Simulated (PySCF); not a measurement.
Where the electron goes

Species: In(CH2SiH3)3, C3H15InSi3.
Cartesian coordinates in Å at the PBE0-D3(BJ)/def2-SVP level; atoms count from 1:
```
atom  x, y, z in Å
In1    0.0045   -0.1346    0.3407
C2     2.1790   -0.1215    0.3612
Si3    2.9030    0.4066   -1.2798
H4     2.4971    0.5912    1.1410
H5     2.5429   -1.1235    0.6388
H6     2.4666   -0.5224   -2.3723
H7     2.4187    1.7789   -1.6390
H8     4.4012    0.4380   -1.2831
C9    -1.0568    1.7604    0.2546
Si10  -1.4610    2.4643    1.9382
H11   -0.4251    2.4754   -0.2983
H12   -1.9886    1.6084   -0.3148
H13   -2.3227    1.5138    2.7141
H14   -0.2069    2.6749    2.7325
H15   -2.1805    3.7770    1.8709
C16   -1.0957   -2.0086    0.3623
Si17  -1.4958   -2.6302   -1.3559
H18   -0.4952   -2.7599    0.9004
H19   -2.0327   -1.8475    0.9208
H20   -2.3437   -1.6317   -2.0842
H21   -0.2408   -2.8184   -2.1529
H22   -2.2314   -3.9356   -1.3523
```

Level of theory: TDDFT CAM-B3LYP/def2-SVPD, vertical, gas phase, core orbitals frozen in the response, def2 core potentials past Kr (PySCF 2.14.0, density-fitted response routines). Spin–orbit coupling is left out.

Kohn–Sham orbitals with the atoms that hold most of them (Löwdin shares over 4%, at most four atoms; ? is withheld):

```csv
orbital,ε (eV),atoms
LUMO+2,1.20,"In1 26%, Si17 11%, Si10 10%, Si3 9%"
LUMO+1,0.12,"In1 40%, Si17 7%, Si10 6%, Si3 6%"
LUMO,-0.58,?
HOMO,-8.61,"C2 28%, C16 22%, In1 16%, Si3 7%"
HOMO-1,-8.64,"C9 33%, In1 17%, C16 13%, Si10 7%"
HOMO-2,-10.59,"Si3 17%, C2 17%, C16 15%, Si17 14%"
HOMO-3,-10.63,"C9 31%, Si10 27%, H13 10%, H14 8%"
```

Problem. Give the leading atoms of the LUMO.

Solution. In1 (bonded to 3 C) 46%; C9 (bonded to In, Si and 2 H) 8%; C16 (bonded to In, Si and 2 H) 8%; C2 (bonded to In, Si and 2 H) 8%. By element: indium 46%, carbon 23%.

Problem. How does S1 compare with the orbital gap of 8.02 eV?

Solution. S1 is at 4.81 eV (f = 0.015), 3.22 eV below the gap, made of HOMO→LUMO (78%), HOMO-1→LUMO (19%). Without the coupling terms of the response equations the lowest excitation would equal the gap.

Next come S2 at 4.82 eV (f 0.0072), HOMO-1→LUMO (78%), HOMO→LUMO (19%); S3 at 6.11 eV (f 0.196), HOMO→LUMO+1 (90%); S4 at 6.14 eV (f 0.200), HOMO-1→LUMO+1 (90%); S5 at 7.08 eV (f 0.0027), HOMO-2→LUMO (54%), HOMO→LUMO+2 (16%).

Löwdin shares depend on the basis, the more so with diffuse functions.

One conformer stands for the species.
